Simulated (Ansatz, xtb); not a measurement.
Relative energy of two isomers of C4H5ClOSi

Structure X is `[SiH3]c1cc(Cl)co1`, a singlet and structure Y is `[SiH3]c1cocc1Cl`, a singlet. Both are isolated molecules in the gas phase, relaxed with B3LYP-D3(BJ)/def2-SVP.

Problem. Estimate which is lower in electronic energy at CCSD(T)/def2-SVP + ΔMP2/def2-TZVPP, and by roughly how much.

Solution. The CCSD(T)/def2-SVP + ΔMP2/def2-TZVPP calculation puts structure Y lower, by 1.89 kcal/mol.

Level by level:

```
                             level               geometry  E(Y) − E(X) (kcal/mol)  departure from the last row (kcal/mol)  job, with rough time for the two
                          GFN2-xTB               GFN2-xTB                     +0.15                                   +2.04              optimisation, 0.56 s
                         HF/STO-3G               GFN2-xTB                     +0.28                                   +2.17               single point, 2.4 s
                r2SCAN-D4/def2-SVP               GFN2-xTB                     −2.09                                   −0.20                single point, 12 s
             B3LYP-D3(BJ)/def2-SVP  B3LYP-D3(BJ)/def2-SVP                     −2.18                                   −0.29             optimisation, 1.8 min
                       HF/def2-SVP  B3LYP-D3(BJ)/def2-SVP                     −2.11                                   −0.21           part of the CCSD(T) run
                      MP2/def2-SVP  B3LYP-D3(BJ)/def2-SVP                     −2.55                                   −0.66           part of the CCSD(T) run
                  CCSD(T)/def2-SVP  B3LYP-D3(BJ)/def2-SVP                     −2.47                                   −0.58                      single point
CCSD(T)/def2-SVP + ΔMP2/def2-TZVPP  B3LYP-D3(BJ)/def2-SVP                     −1.89                                                     single point, 2.5 min
```

As drawn, both hold the same kinds of bond in the same numbers.

GFN2-xTB, HF/STO-3G find them nearly level. The largest departure from CCSD(T)/def2-SVP + ΔMP2/def2-TZVPP is that of HF/STO-3G, 2.17 kcal/mol. The last row adds to CCSD(T) the change of the MP2 difference between the two basis sets, here +0.58 kcal/mol.

With thermal terms from frequencies at re-optimised GFN2-xTB minima (ideal gas, soft modes damped towards free rotors, one conformer each, 298.15 K, 1 atm): on the last row, ΔE + ΔZPE = −1.80, ΔH = −1.88, ΔG = −1.72 kcal/mol.

The correlated steps freeze 15 core orbitals. Codes used: Ansatz 0.2.0, xtb 6.7.1; the last row on 2 threads of Intel(R) Xeon(R) Processor @ 2.50GHz (Skylake/Cascade Lake) on a shared host.
